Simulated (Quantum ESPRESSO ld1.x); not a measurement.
Coulomb parameter of the 4f shell of the thulium ion Tm3+ in the model configuration [Xe] 4f10.5 6p1.5, as a second difference U = [E(n + 0.5) + E(n - 0.5) - 2 E(n)] / (0.5)^2 with all orbitals relaxed. "Bare": the charge of the atom changes with n. "Screened": the 6p shell takes up the change at fixed total charge, which measures U(4f,4f) + U(6p,6p) - 2 U(4f,6p). Calculated with ld1.x of Quantum ESPRESSO 7.5: scalar-relativistic Kohn-Sham, PBE, spin-unpolarised, spherical densities, point nucleus.

[
 {"case": "start", "configuration": "[Xe] 4f10.5 6p1.5", "E - E(n) (eV)": "0.000"},
 {"case": "bare +0.5", "configuration": "[Xe] 4f11 6p1.5", "E - E(n) (eV)": "-24.501"},
 {"case": "bare -0.5", "configuration": "[Xe] 4f10 6p1.5", "E - E(n) (eV)": "29.941"},
 {"case": "screened +0.5", "configuration": "[Xe] 4f11 6p1", "E - E(n) (eV)": "-14.895"},
 {"case": "screened -0.5", "configuration": "[Xe] 4f10 6p2", "E - E(n) (eV)": "17.615"}
]

U(bare) = 21.761 eV, U(screened by 6p) = 10.880 eV, against the Slater integral F0(4f,4f) = 36.036 eV with frozen orbitals.
